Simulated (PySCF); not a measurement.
**Frontier orbitals and the lowest excitations**

Compound: C₅H₄F₄O₂.
Geometry (PBE0-D3(BJ)/def2-SVP, Å), atoms numbered from 1 in this order:
```
atom  x, y, z in Å
F1    -0.6241   -2.1080    0.2874
C2    -0.9986   -0.8521    0.6680
C3    -2.1330   -0.3008   -0.1324
C4    -1.7389    0.8572   -0.6645
O5    -0.4714    1.2320   -0.3578
C6     0.1242    0.1882    0.3789
O7     1.1180   -0.4351   -0.3812
C8     2.3550    0.0922   -0.3358
F9     3.1383   -0.6486   -1.0893
F10    2.8415    0.1009    0.9099
F11    2.3921    1.3467   -0.7752
H12   -1.2142   -0.8929    1.7502
H13   -3.1044   -0.7764   -0.2451
H14   -2.2798    1.5627   -1.2955
H15    0.5613    0.6229    1.2891
```

Theory: TDDFT wB97X-D/def2-SVPD, vertical, gas phase, core orbitals frozen in the response in PySCF 2.14.0, density-fitted response routines.

Kohn–Sham orbitals with the atoms that hold most of them (Löwdin shares over 4%, at most four atoms; ? is withheld):

```json
{"orbital": "LUMO+2", "ε (eV)": "2.78", "atoms": "C4 13%, H14 12%, F10 10%, O5 10%"}
{"orbital": "LUMO+1", "ε (eV)": "2.16", "atoms": "C4 17%, C3 13%, O5 10%, H12 10%"}
{"orbital": "LUMO", "ε (eV)": "1.35", "atoms": "?"}
{"orbital": "HOMO", "ε (eV)": "-9.30", "atoms": "C3 35%, O5 25%, C4 22%, C2 5%"}
{"orbital": "HOMO-1", "ε (eV)": "-11.83", "atoms": "?"}
{"orbital": "HOMO-2", "ε (eV)": "-12.21", "atoms": "F1 35%, O7 16%, C2 14%, C3 9%"}
{"orbital": "HOMO-3", "ε (eV)": "-12.52", "atoms": "O7 38%, F1 19%, C6 9%, C2 6%"}
```

**Question.** Give the leading atoms of the HOMO-1.

**Answer.** F1 (bonded to C) 18%; O5 (bonded to 2 C) 16%; C2 (bonded to 2 C, F and H) 15%; O7 (bonded to 2 C) 15%. By element: oxygen 31%, fluorine 18% or more, carbon 15% or more.

**Question.** Give the leading atoms of the LUMO.

**Answer.** C4 (bonded to C, O and H) 33%; C3 (bonded to 2 C and H) 21%; C2 (bonded to 2 C, F and H) 10%; O5 (bonded to 2 C) 8%. By element: carbon 63% or more, oxygen 8% or more.

**Question.** How does S1 compare with the orbital gap of 10.65 eV?

**Answer.** S1 is at 6.29 eV (f = 0.153), 4.36 eV below the gap, made of HOMO→LUMO (94%). Without the coupling terms of the response equations the lowest excitation would equal the gap.

**Question.** Give energy, strength and leading configuration of S1, S2 and S4, and follow the Löwdin shares of the leading atoms from the occupied to the empty orbital.

**Answer.** 
- S1 (6.29 eV, f 0.153), HOMO→LUMO (94%): C3 35% → 21%, O5 25% → 8%, C4 22% → 33%
- S2 (7.13 eV, f 0.019), HOMO→LUMO+1 (87%): C3 35% → 13%, O5 25% → 10%, C4 22% → 17%
- S4 (8.13 eV, f 0.0031), HOMO-1→LUMO (86%): F1 18% → at most 8%, O5 16% → 8%, C4 at most 15% → 33%, C3 at most 15% → 21%

One conformer stands for the species.
